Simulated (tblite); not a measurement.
Input of a run (GFN2-xTB geometry optimisation, gas phase (tblite 0.8.0)), started from a force field or distance geometry:
```
{"job": {"kind": "relax", "xc": "GFN2-xTB", "basis": "xTB"}, "charge": 1, "multiplicity": 2}
C      1.650000     1.575700    -0.251500
O      1.343800     0.405200     0.482900
C      0.087000    -0.205700     0.167700
C     -0.052800    -1.347200     1.160600
C      0.175700    -0.779900    -1.260300
O     -0.254000    -0.215200    -2.278000
O     -0.966200     0.758900     0.351600
C     -2.216200     0.363400     0.050700
O     -2.568200    -0.760300    -0.297900
H      2.597400     1.965600     0.105600
H      1.734600     1.359300    -1.319200
H      0.880200     2.346700    -0.083600
H     -0.185500    -0.962200     2.195200
H     -0.899900    -2.007600     0.955400
H      0.845300    -1.971300     1.173900
H      0.729200    -1.726900    -1.340800
H     -2.907400     1.213700     0.177900
```

Output (eV, eV/Å):
```
step      E/eV     max force
  0    -829.44066    4.899
  1    -829.56388    7.254
  2    -829.88304    1.291
  3    -829.92406    0.955
  4    -829.97166    0.578
  5    -829.99327    0.487
  6    -830.00969    0.383
  7    -830.01914    0.328
  8    -830.03089    0.329
  9    -830.03759    0.213
 10    -830.04481    0.208
 11    -830.05014    0.223
 12    -830.05595    0.210
 13    -830.06277    0.213
 14    -830.07177    0.340
 15    -830.08139    0.387
 16    -830.09064    0.270
 17    -830.09875    0.221
 18    -830.10529    0.209
 19    -830.11159    0.214
 20    -830.11804    0.208
 21    -830.12622    0.234
 22    -830.13784    0.306
 23    -830.15352    0.408
 24    -830.17225    0.427
 25    -830.19351    0.417
 26    -830.21030    0.421
 27    -830.20614    0.996
 28    -830.23638    0.282
 29    -830.24785    0.248
 30    -830.26775    0.281
 31    -830.27560    0.297
 32    -830.30320    0.354
 33    -830.31440    0.373
 34    -830.34015    0.289
 35    -830.35814    0.357
 36    -830.37938    0.324
 37    -830.39692    0.404
 38    -830.41637    0.337
 39    -830.43253    0.312
 40    -830.44083    0.252
 41    -830.44653    0.242
 42    -830.45112    0.259
 43    -830.45785    0.295
 44    -830.46781    0.343
 45    -830.47964    0.260
 46    -830.48934    0.232
 47    -830.49842    0.230
 48    -830.50912    0.388
 49    -830.52432    0.472
 50    -830.53583    0.280
 51    -830.54331    0.157
 52    -830.54729    0.157
 53    -830.55282    0.187
 54    -830.55946    0.171
 55    -830.56347    0.188
 56    -830.56787    0.155
 57    -830.57277    0.222
 58    -830.57732    0.178
 59    -830.58061    0.186
 60    -830.58291    0.141
 61    -830.58460    0.128
 62    -830.58615    0.083
 63    -830.58717    0.065
 64    -830.58780    0.057
 65    -830.58823    0.053
 66    -830.58863    0.050
 67    -830.58909    0.056
 68    -830.58963    0.070
 69    -830.59027    0.074
 70    -830.59095    0.077
 71    -830.59162    0.058
 72    -830.59226    0.062
 73    -830.59279    0.051
 74    -830.59314    0.043
 75    -830.59333    0.030
 76    -830.59345    0.028
 77    -830.59356    0.029
 78    -830.59368    0.032
 79    -830.59383    0.039
 80    -830.59403    0.042
 81    -830.59430    0.040
 82    -830.59457    0.034
 83    -830.59478    0.033
 84    -830.59494    0.036
 85    -830.59510    0.032
 86    -830.59524    0.024
 87    -830.59533    0.019
 88    -830.59537    0.017
 89    -830.59541    0.018
 90    -830.59546    0.017
 91    -830.59553    0.025
 92    -830.59558    0.023
 93    -830.59562    0.016
 94    -830.59565    0.017
 95    -830.59571    0.020
 96    -830.59578    0.033
 97    -830.59587    0.040
 98    -830.59594    0.035
 99    -830.59599    0.021
100    -830.59604    0.017
101    -830.59608    0.017
102    -830.59611    0.017
103    -830.59612    0.011
104    -830.59615    0.012
105    -830.59617    0.010
106    -830.59618    0.006
```

Q: Summarise the run.

A: The energy falls by 1.156 eV over 106 L-BFGS steps, the largest force on an atom goes from 4.90 to 0.006 eV/Å, and the atoms move by 0.495 Å rms after alignment. The bond that changes most is C3–C5 (ends: carbon bonded to 2 C and 2 O; carbon bonded to C, O and H), which lengthens by 0.128 Å. Bonds longer at the end by more than 0.005 Å: 3 of 16; shorter: 11. Among the angles that change most is C5–C3–O7, from 114.2° to 103.1°. Among the dihedrals that turn most is O2–C3–C5–O6, from -98° to -23°. The energy rose by more than 1e-5 eV at step 27. The first step brought 11 % of the lowering.

Q: What are the final bond lengths?

A: C1–O2 1.397 Å, O2–C3 1.342 Å, C3–C4 1.513 Å, C3–C5 1.669 Å, C5=O6 1.207 Å, C3–O7 1.457 Å, O7–C8 1.289 Å, C8=O9 1.221 Å, C1–H10 1.090 Å, C1–H11 1.119 Å, C1–H12 1.095 Å, C4–H13 1.090 Å, C4–H14 1.087 Å, C4–H15 1.087 Å, C5–H16 1.098 Å, C8–H17 1.095 Å. Numbering counts from 1 in the input's order; the species is `CO[C@](C)(C=[O+])OC=O` [radical].

Its GFN2-xTB frequencies are all real (lowest 74 cm⁻¹).

One conformer stands for the species.

The numbers are calculated, not measured.
